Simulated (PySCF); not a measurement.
A search over the determinants of NaBr⁺

Unrestricted PBE0; PySCF, scalar-relativistic core potentials, basis sets Na cc-pVDZ, Br cc-pVDZ-PP with ECP10. Outer shells of the fragments: Na+ closed shells only; Br 3d10 4s2 4p5.

Followed along the bond (rough minima from three points):

| 2Ms+1 | unpaired | ⟨S²⟩ at the start | R at minimum (Å) | Te (eV) |
| --- | --- | --- | --- | --- |
| 2 | π ↑ | 0.75 | 3.01 | 0.00 |
| 2 | σ ↑ | 0.75 | none in the scan | ≤ 0.42 |
| 4 | σ ↑, π ↑↑ | 3.75 | none in the scan | ≤ 6.61 |

Solutions found at the starting distance of 2.790 Å, counted from the lowest of them; the search is not exhaustive and high or unbound solutions are not listed, so other states can lie among these:

```
2Ms+1   unpaired   term  E (eV)  ⟨S²⟩  ⟨Lz²⟩  μ (D)
    2        π ↑     ²Π    0.00  0.75   1.00  -8.83
    2        σ ↑    ²Σ⁺    0.53  0.75   0.00  -9.04
    4  σ ↑, π ↑↑    ⁴Σ⁻    7.39  3.75   0.00  -0.03
    2  σ ↓, π ↑↑  mixed    7.50  1.75   0.00   0.41
    4  σ ↑↑, π ↑     ⁴Π    7.64  3.75   1.00   0.02
    4      π ↑↑↑     ⁴Π    9.29  3.75   1.00   0.74
    4  σ ↑, π ↑↑  mixed    9.56  3.75   2.00   0.41
    4  σ ↑, π ↑↑  mixed    9.72  3.75   2.00   0.75
```

A term symbol is given only where ⟨S²⟩ and ⟨Lz²⟩ are close to those of a pure state; real π, δ and φ orbitals otherwise mix terms. A positive dipole points towards Br; it is taken about the centre of mass and depends on that origin.

Spin–orbit coupling is left out. Counting both spins, an empty level lies below a filled one in some of these solutions, because spin and occupation are held.
